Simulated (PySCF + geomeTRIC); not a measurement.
A geometry relaxed with B3LYP-D3(BJ)/def2-TZVP (PySCF + geomeTRIC), charge 0, multiplicity 1:

```xyz
14

C     -0.9059    -1.2052    -0.4804
C     -0.6929     1.4228     0.0789
C     -1.7217     0.7616     0.6413
H     -2.4492     1.2305     1.2962
H      3.2600     0.9782    -0.0341
H      3.0706    -1.3668    -0.5332
H     -2.6505    -1.2538     0.7676
C     -1.8384    -0.6782     0.3349
Si     2.3863    -0.2139     0.1041
H     -0.5161     2.4752     0.2490
Si     0.2956     0.1659    -0.8862
H     -0.8991    -2.2499    -0.7565
H      0.4463     0.4616    -2.3331
H      2.2019    -0.5059     1.5458
```

Write the SMILES of this molecule.

`[SiH3][SiH]1C=CC=C1`
